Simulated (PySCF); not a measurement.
# Peak assignment

Atoms are numbered as in `[CH3:1][O:2][SiH2:3][O:4]/[CH:5]=[CH:6]/[SiH2:7][NH2:8]`. Each H is labelled by its parent atom.

[PySCF 2.14: GFN2-xTB geometry; σ from GIAO-PBE0/pcSseg-1; averaged over atoms made equivalent by symmetry, fast rotation or ring inversion; a single conformation; non-relativistic Hamiltonian; in vacuum]

References, each an isolated molecule treated in the same way: TMS for ¹³C (σ = 186.93 ppm), ¹H (σ = 31.72 ppm).

Q: Assign these signals to the numbered atoms. ¹³C{¹H} NMR (computed): δ 159.8 (CH), 106.2 (CH), 50.7 (CH3).

A: 
| δ (ppm) | atoms | environment | reason |
| --- | --- | --- | --- |
| 159.8 | C5 | alkene carbon bearing oxygen | an sp2 carbon further deshielded by the attached heteroatom |
| 106.2 | C6 | β carbon of an enol-ether or enamine type C=C | the O or N lone pair pushes π density onto this β carbon and shields it |
| 50.7 | C1 | methyl carbon bonded to O | the inductive effect lowers its shielding |

Q: Assign these signals to the numbered atoms. ¹H NMR (400 MHz, computed): δ 6.32 (d, 1H), 4.98 (d, 2H), 4.87 (s, 2H), 4.67 (m, 1H), 3.85 (s, 3H), 0.08 (br s, 2H).

A: 
| δ (ppm) | atoms | environment | reason |
| --- | --- | --- | --- |
| 6.32 | H(C5) | hydrogen on an alkene carbon bearing oxygen | attached to an sp2 carbon and in the plane of the double bond |
| 4.98 | H(Si7) | hydrogen on a silicon bonded to C, N | – |
| 4.87 | H(Si3) | hydrogen on a silicon bonded to 2 O | – |
| 4.67 | H(C6) | hydrogen on a β carbon of an enol-ether or enamine type C=C | lone-pair donation from O or N shields it, upfield of ordinary alkene protons |
| 3.85 | H(C1) | hydrogen on a methyl carbon bonded to O | its carbon carries O, hence the downfield position |
| 0.08 | H(N8) | hydrogen on a nitrogen bonded to Si | exchangeable; this is the value without hydrogen bonding to other molecules |

H(Si7) and H(Si3) lie closer than the usual error of such a calculation, so a measured spectrum could show them in the other order.

Exchangeable OH/NH protons stand at their gas-phase positions; hydrogen bonding in a real sample shifts them, mostly to higher δ. Shifts are as computed. Against solution values, carbons near 30 ppm lie about +3 ppm off and those near 130 ppm about +5 ppm. Of 1211 compounds with measured shifts, 218 miss one by over three times the rms of a fit or turn the order of signals round; such compounds aren't used in these exercises. No couplings were computed; multiplicities are counted from neighbouring protons, with m where these are inequivalent, close in shift, in a saturated or five-membered ring or joined by F or P, and br s for small geminal =CH2 splittings.
